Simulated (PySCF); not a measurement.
Level sweep

Species: C₂H₁₁GeNSi.
SMILES: `C[NH][GeH2][CH2][SiH3]`

PySCF, dipoles from the SCF density, polarisabilities from static response with core orbitals frozen. Geometry: PBE0-D3(BJ)/def2-SVP, one conformer, isolated molecule. The LDA/def2-SVPD calculation is non-relativistic and has no spin–orbit coupling, an omission that weighs most on germanium.

The anisotropy is √(½[(α1 − α2)² + (α2 − α3)² + (α3 − α1)²]).

| level | μ (D) | α (Å³) | anisotropy (Å³) |
| --- | --- | --- | --- |
| LDA/def2-SVPD | 1.149 | 14.73 | 3.11 |
| PBE/def2-SVPD | 1.113 | 14.39 | 2.99 |
| B3LYP/def2-SVPD | 1.126 | 13.88 | 2.68 |
| PBE0/def2-SVPD | 1.145 | 13.77 | 2.67 |
| BHandHLYP/def2-SVPD | 1.162 | 13.29 | 2.39 |
| CAM-B3LYP/def2-SVPD | 1.161 | 13.62 | 2.50 |
| wB97X-D/def2-SVPD | 1.180 | 13.60 | 2.47 |
| LC-wPBE/def2-SVPD | 1.207 | 13.26 | 2.36 |
| HF/def2-SVPD | 1.214 | 12.66 | 2.05 |
| PBE0/6-31G* | 1.237 | 11.29 | 2.37 |
| PBE0/def2-SVP | 1.216 | 12.01 | 2.34 |
| PBE0/aug-cc-pVDZ | 1.117 | 14.08 | 2.70 |
| PBE0/def2-TZVP | 1.175 | 13.30 | 2.67 |

The dipole runs from 1.11 D (PBE/def2-SVPD) to 1.24 D (PBE0/6-31G*). No reference polarisability is at hand; against PBE0 in the largest diffuse basis at hand (aug-cc-pVDZ) the other PBE0 rows deviate by 6-31G* -20%, def2-SVP -15%, def2-SVPD -2%, def2-TZVP -6%. In one basis (def2-SVPD) the functionals order the polarisability from HF (lowest) to LDA (highest), a spread of 16%. With PBE0 the polarisability is 12.20 Å³ without diffuse functions (mean of 6-31G*, def2-SVP and def2-TZVP) and 13.92 Å³ with them (mean of def2-SVPD and aug-cc-pVDZ).
